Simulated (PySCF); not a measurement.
ClFH₃NOSi, SMILES N[Si@@](O)(F)Cl.

Geometry: PBE0-D3(BJ)/def2-SVP. The structure was generated by enumeration; whether it is a known compound was not checked. Other conformers were not sampled.

Two levels are set side by side: PBE/def2-TZVP (PySCF) and M06-2X/def2-TZVP (PySCF). Same geometry, gas phase. Differences are taken from unrounded values.

| quantity | M06-2X |
|---|---|
| orbital gap (eV) | 10.72 |
| highest occupied level (eV) | -9.77 |
| lowest empty level (eV) | 0.95 |
| dipole moment (D) | 3.19 |
| mean polarisability (bohr³) | 43.1 |

What does PBE give, and how far is it from M06-2X? (The exact figures need the calculation; the answer reports its results.)


```
quantity                       PBE  PBE minus M06-2X
---------------------------  -----  ----------------
orbital gap (eV)              6.21             -4.51
highest occupied level (eV)  -6.77              3.00
lowest empty level (eV)      -0.56             -1.51
dipole moment (D)             3.09             -0.10
mean polarisability (bohr³)   45.8               2.7
```

Without exact exchange PBE keeps part of each electron's self-repulsion, which lifts occupied levels and narrows the gap. PBE's more diffuse valence density responds more strongly to a field. Differences between two approximate levels are no errors against the true value.

Rough cost on one machine, each run with all the roots and properties that it gave: M06-2X against PBE about 3 times.
